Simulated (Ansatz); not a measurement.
One change: `CC(F)[SiH3]` becomes `F[CH]([SiH3])[GeH3]`.

Ansatz, PBE0-D4/def2-TZVP geometries, multiplicity 1. 

Scalar relativity is left out up to krypton.

```json
{"property": "LUMO energy (ωB97M-V/def2-TZVPP) / eV", "`CC(F)[SiH3]`": "2.10"}
{"property": "size of the dipole moment (ωB97M-V/def2-TZVPP) / D", "`CC(F)[SiH3]`": "1.69"}
{"property": "size of the dipole moment (PBE/def2-TZVPP) / D", "`CC(F)[SiH3]`": "1.58"}
{"property": "HOMO–LUMO gap (ωB97M-V/def2-TZVPP) / eV", "`CC(F)[SiH3]`": "12.73"}
{"property": "LUMO energy (PBE/def2-TZVPP) / eV", "`CC(F)[SiH3]`": "-0.27"}
{"property": "HOMO energy (PBE/def2-TZVPP) / eV", "`CC(F)[SiH3]`": "-6.90"}
```

Task: What does the change do to each property? (Best estimate.)

Result: Ansatz gave: 
```tsv
property	`F[CH]([SiH3])[GeH3]`	shift
LUMO energy (ωB97M-V/def2-TZVPP) / eV	1.80	-0.30
size of the dipole moment (ωB97M-V/def2-TZVPP) / D	1.37	-0.32
size of the dipole moment (PBE/def2-TZVPP) / D	1.22	-0.36
HOMO–LUMO gap (ωB97M-V/def2-TZVPP) / eV	12.19	-0.54
LUMO energy (PBE/def2-TZVPP) / eV	-0.65	-0.38
HOMO energy (PBE/def2-TZVPP) / eV	-6.85	0.05
```

With PBE0 the HOMO rises by 0.15 eV and the LUMO falls by 0.35 eV, so the gap narrows by about 0.50 eV. PBE moves the HOMO by 0.05 eV and ωB97M-V by 0.24 eV. Dipoles are sizes alone; their direction can turn.
